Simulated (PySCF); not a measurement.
potassium atom (K), doublet. Base run: SVWN5/6-31G* (PySCF).

Input for PySCF:
```python
from pyscf import gto, scf, dft

mol = gto.M(
    atom='''
K     0.00000000    0.00000000    0.00000000
''',
    basis='6-31g*',
    spin=1,
    verbose=4,
)

mf = dft.UKS(mol)
mf.xc = 'lda,vwn'
mf.kernel()
mf.analyze()
```

Each row names what was changed in the base input (with any setting that the change needs).

| change | ΔE vs base (mEh) | SCF cycles | <S^2> |
|---|---|---|---|
| base | 0.000 | 5 | 0.750 |
| init_guess = atom | 0.000 | 4 | 0.750 |
| solver = newton | 0.000 | - | 0.750 |
| level_shift = 0.1 (with mf.max_cycle = 100) | 0.000 | 10 | 0.750 |
| damp = 0.5; diis_start_cycle = 5 | 0.000 | 7 | 0.750 |
| conv_tol = 1e-11 | 0.000 | 6 | 0.750 |
| init_guess = huckel | 0.000 | 5 | 0.750 |
| diis_space = 4 | 0.000 | 5 | 0.750 |
| level_shift = 0.3 (with mf.max_cycle = 100) | 0.000 | 20 | 0.750 |
| diis = off; damp = 0.3 (with mf.diis_start_cycle = 200; with mf.max_cycle = 150) | 0.000 | 8 | 0.750 |
| conv_tol = 1e-7 | 0.000 | 4 | 0.750 |
| conv_tol = 1e-4 | 0.000 | 3 | 0.750 |
| init_guess = 1e | 0.000 | 5 | 0.750 |

Open shells are given as the SCF converged; they aren't shown to be the lowest states, and a large step between rows can be another state.
